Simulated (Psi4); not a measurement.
Pair of molecules, SMILES Cl with SMILES [SiH4] (the first has 2 atoms); geometry from B3LYP-D3(BJ)/def2-TZVP, rigid monomers moved along the line of their centres of mass till Cl1···Si3 is 5.28 Å.
(charge 0, multiplicity 1):
```xyz
7

Cl     0.626     1.138    -0.225
H      1.119    -0.034    -0.058
Si    -0.505    -0.558     4.648
H     -0.642     0.912     4.729
H     -1.487    -1.105     3.685
H     -0.743    -1.154     5.983
H      0.863    -0.907     4.202
```

Method: SAPT0/jun-cc-pV(D+d)Z (Psi4 1.11).

Problem. Which attractive term is largest, and how does the interaction split up?

Solution. electrostatics -2.0, exchange 0.5, induction -0.3, dispersion -3.9, total -5.7 meV; the largest attraction is dispersion.
